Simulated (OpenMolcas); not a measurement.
# I VI: effect of the active space

```yaml
Program: OpenMolcas
Method: CASSCF or its RAS form
Basis: ANO-RCC-VTZP
Scalar_Hamiltonian: DKH2, point nucleus
Spin-orbit_coupling: state interaction with AMFI integrals over the reference wave functions, term energies averaged over their components
```

A. 2 electrons in 4 orbitals (5s 5p); 2S+1 = 3 even, 3 roots; 2S+1 = 1 even, 7 roots; 2S+1 = 3 odd, 3 roots; 2S+1 = 1 odd, 3 roots; cost roughly 22 core-seconds
B. 2 electrons in 8 orbitals (5s 5p 6s 6p); 2S+1 = 3 even, 3 roots; 2S+1 = 1 even, 7 roots; 2S+1 = 3 odd, 3 roots; 2S+1 = 1 odd, 3 roots; cost about 18 core-seconds
C. 2 electrons in 9 orbitals (RAS2 5s 5p; RAS3 5d, at most 2 electrons); 2S+1 = 3 even, 3 roots; 2S+1 = 1 even, 7 roots; 2S+1 = 3 odd, 3 roots; 2S+1 = 1 odd, 3 roots; cost roughly 19 core-seconds

Energies in cm-1 above 5s2 1S0, the measured ground level; measured values from the list in Rauch et al., Astron. Astrophys. 606, A105 (2017).

| Level | A | B | C | Measured |
| --- | --- | --- | --- | --- |
| 5s2 1S0 | 0.0 | 0.0 | 0.0 | 0.0 |
| 5s 5p 3P* 0 | 81765 | 82441 | 81004 | 85666 |
| 5s 5p 3P* 1 | 85462 | 86132 | 84604 | 89262 |
| 5s 5p 3P* 2 | 94774 | 95448 | 93985 | 99685 |
| 5s 5p 1P* 1 | 137067 | 137543 | 130766 | 127424 |
| 5p2 3P0 | 200773 | 201482 | 199596 | 200085 |
| 5p2 3P1 | 207717 | 208356 | 206765 | 208474 |
| 5p2 3P2 | 213066 | 213677 | 217813 |  |
| 5p2 1D2 | 227626 | 228197 | 204904 | 209432 |

Deviations, from unrounded energies. A percentage is the sum of absolute deviations over the sum of measured energies, with the sign that they share, or ± where signs differ.

```csv
Against measurement,Levels,A,B,C
mean absolute deviation (cm-1),7,6000,5900,3600
other configurations (%),7,±4.1,±4.0,±2.5
```

C lies closest to measurement on these levels and A furthest from it. The largest miss of C in the table is 5s 5p 3P* 2, by -5700 cm-1. The ranking rests on the paired levels alone, and a cruder setting can come out closer through cancelling errors.

Among A to C the level of the table that moves most is 5p2 1D2, by 23000 cm-1 (lowest in C, highest in B).

The ¹D term of p² mixes with s d, which this space lacks (holds for A; B). Active for correlation alone: 6p 6s; no level in the range computed is led by a configuration that fills them, so any true level of that kind is missing (holds for B). Active for correlation alone: 5d; no level in the range computed is led by a configuration that fills it, so any true level of that kind is missing (holds for C). Some terms mix strongly with configurations of 5d, whose occupation reaches 0.22 (5p2 1D) (holds for C). Measured partners are found by configuration, term and J. A level has none where our copy of the source lacks it or the pairing is in doubt (some pairs that miss far off the trend of their configuration count as doubtful), and it then counts in no deviation. Levels of configurations outside the active space are missing. Levels that lie high or do not pair safely by name in every column are left out.

* marks odd parity.
